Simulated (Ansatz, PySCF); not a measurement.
CH9ClO2Si3, singlet, geometry from GFN2-xTB, atoms displaced at random by about 0.03 Å a coordinate. Base run: B3LYP/STO-3G, gradient in PySCF.

Input for PySCF:
```python
from pyscf import gto, scf, dft

mol = gto.M(
    atom='''
Si    1.067152   -1.290020   -0.065836
Cl    3.005111   -1.586881   -0.631071
O     0.944092    0.243123    0.399749
Si    0.273175    1.670887    0.516271
O    -1.305292    1.586144    0.095599
Si   -2.694053    0.719171   -0.413815
C    -2.885832   -0.713815    0.730866
H     0.847026   -2.158187    1.044172
H     0.130236   -1.526579   -1.280154
H     0.259944    1.943661    1.931863
H     0.892472    2.610005   -0.380225
H    -2.487038    0.366006   -1.729411
H    -3.744211    1.757128   -0.257000
H    -3.873596   -1.310500    0.513733
H    -2.959130   -0.451297    1.826793
H    -2.095800   -1.389988    0.694671
''',
    basis='sto-3g',
    charge=0,
    spin=0,
    verbose=4,
)

mf = dft.RKS(mol)
mf.xc = 'b3lyp'
mf.kernel()
g = mf.nuc_grad_method()
grad = g.kernel()
```

Programs used: Ansatz (a first-principles code), PySCF; a row that names a program was run with it.

The coordinate followed is x of atom 4.

Each row names what was changed in the base input (with any setting that the change needs).

```json
[
 {"change": "base", "dE/dx (Eh/bohr)": "0.051881", "net force (Eh/bohr)": "0.000058"},
 {"change": "code = ansatz", "dE/dx (Eh/bohr)": "0.051873", "net force (Eh/bohr)": "0.000000"},
 {"change": "finite difference step (bohr) = 1e-5; conv_tol = 1e-11", "dE/dx (Eh/bohr)": "0.051873", "net force (Eh/bohr)": "-"},
 {"change": "grids.level = 0; grid_response = on", "dE/dx (Eh/bohr)": "0.050326", "net force (Eh/bohr)": "0.000000"},
 {"change": "conv_tol = 1e-11", "dE/dx (Eh/bohr)": "0.051881", "net force (Eh/bohr)": "0.000058"},
 {"change": "finite difference step (bohr) = 0.05; conv_tol = 1e-11", "dE/dx (Eh/bohr)": "0.051473", "net force (Eh/bohr)": "-"},
 {"change": "grids.level = 0; grid_response = off", "dE/dx (Eh/bohr)": "0.051250", "net force (Eh/bohr)": "0.009134"},
 {"change": "finite difference step (bohr) = 0.2; conv_tol = 1e-11", "dE/dx (Eh/bohr)": "[?]", "net force (Eh/bohr)": "-"},
 {"change": "grids.level = 5; grid_response = off", "dE/dx (Eh/bohr)": "0.051876", "net force (Eh/bohr)": "0.000009"},
 {"change": "finite difference step (bohr) = 0.01; conv_tol = 1e-11", "dE/dx (Eh/bohr)": "0.051857", "net force (Eh/bohr)": "-"},
 {"change": "grids.level = 5; grid_response = on", "dE/dx (Eh/bohr)": "0.051878", "net force (Eh/bohr)": "0.000000"},
 {"change": "finite difference step (bohr) = 1e-4; conv_tol = 1e-11", "dE/dx (Eh/bohr)": "0.051873", "net force (Eh/bohr)": "-"}
]
```

Q: Some entries are withheld; supply them.

A: 
- finite difference step (bohr) = 0.2; conv_tol = 1e-11, dE/dx (Eh/bohr): 0.045404

The net force is zero for an exact gradient.
